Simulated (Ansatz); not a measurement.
A geometry relaxed with PBE-D3(BJ)/def2-SVP (Ansatz, a program for electronic structure), charge 0, multiplicity 1:

```xyz
19

H      1.5263    -0.1264     2.0505
C      1.0193    -0.0519     1.0828
C     -1.5300    -0.3548     1.4909
N      1.7311     0.1588    -0.0757
H     -1.7572     0.1229    -2.4494
C     -0.4199     0.0380    -0.7084
C     -2.8236    -0.2188    -0.5937
C     -1.6864    -0.0082    -1.3585
H     -3.8096    -0.2551    -1.0818
H     -1.4810    -0.4892     2.5825
H      1.2944     0.3874    -2.1736
H     -3.6737    -0.5562     1.3938
C     -0.3406    -0.1380     0.7380
H      3.6597    -0.1922     0.6815
C      3.1646     0.3770    -0.1278
H      3.4144     1.4524    -0.0109
C      0.8958     0.2217    -1.1672
C     -2.7457    -0.3914     0.8251
H      3.5621     0.0240    -1.0981
```

Q: Write the SMILES of this molecule.

A: `Cn1cc2ccccc2c1`
